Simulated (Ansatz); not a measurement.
System: GeH, net charge 0, doublet state. 
Structure (B3LYP-D3(BJ)/def2-TZVP (Ansatz, a program for electronic structure) minimum search):
```xyz
2

Ge     0.0000     0.0000    -0.0487
H      0.0000     0.0000     1.5577
```
Charge 0, spin multiplicity 2.

Wanted: vertical ionisation energy (to the singlet state of charge +1; each state is the SCF solution reached for its spin), in eV. Cores are frozen in the correlated levels unless marked. Open shells are spin-unrestricted. No spin-orbit coupling. Frozen are the shells of the preceding noble gas and the d and f shells that filled before the atom's block. No relativistic terms. CBS marks a two-point X^-3 extrapolation of the correlation energy; Hartree-Fock from the larger set.

```tsv
level	program	vertical ionisation energy (eV)
B3LYP/def2-TZVPD	Ansatz	7.79
PBE0/def2-TZVPD	Ansatz	7.80
wB97X-V/def2-TZVPD	Ansatz	___
CCSD/aug-cc-pVDZ	Ansatz	7.52
CCSD(T)/CBS(aug-cc-pVTZ,aug-cc-pVQZ)	Ansatz	___
```

### Question
What belongs in the gaps?

### Answer

- wB97X-V/def2-TZVPD, vertical ionisation energy (eV): 7.67
- CCSD(T)/CBS(aug-cc-pVTZ,aug-cc-pVQZ), vertical ionisation energy (eV): 7.69
